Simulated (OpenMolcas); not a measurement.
W5+ among 3 point charges of -2 e arranged as a planar triangle (D3h).

```yaml
Program: OpenMolcas 26.06
Method: "SS-CASPT2, IPEA 0.25 Eh, imaginary shift 0.1 Eh (closed shells correlated: 4f 5s 5p)"
Basis: ANO-RCC-VDZP [7s6p4d2f1g]
Scalar_Hamiltonian: DKH2, point nucleus
Active_space: 1 electron in 5 orbitals (5d)
State_averaging: 2S+1 = 2 even, 5 roots
Spin-orbit_coupling: RASSI with atomic mean-field integrals over the reference wave functions
```

All point charges move together. At R = 2.02 Å the first state of the same spin is 4170 cm-1, and at R = 2.12 Å it is 3530 cm-1.

Task: A third run gives 2560 cm-1. What distance was it run at?

Result: With a power law R^-n the two known points give n = -ln(3530 / 4170) / ln(2.12 / 2.02) = 3.45. Then R = 2.02 × (4170 / 2560)^(1/3.45) = 2.327 Å. The run was at 2.34 Å, so the estimate is off by -0.013 Å.

Roots that are degenerate in the reference are averaged as groups; the widest CASPT2 spread within a group is 84 cm-1 (the 2-fold group of multiplicity 2 near 19500 cm-1 above the lowest state of its run, R = 2.02). Shifts and gaps below about the spread of the groups concerned are not significant. Free-ion shares, where given, are those of the reference states; single-state CASPT2 does not remix them. Spin-orbit coupling mixes the spin-free states strongly: the lowest level takes only 62 % from its leading state, 2A1 (figures for R = 2.02; the like holds for R = 2.12, R = 2.34). Point charges carry no covalency, so the field is a model and not that of real ligands. No measured value stands beside these numbers.
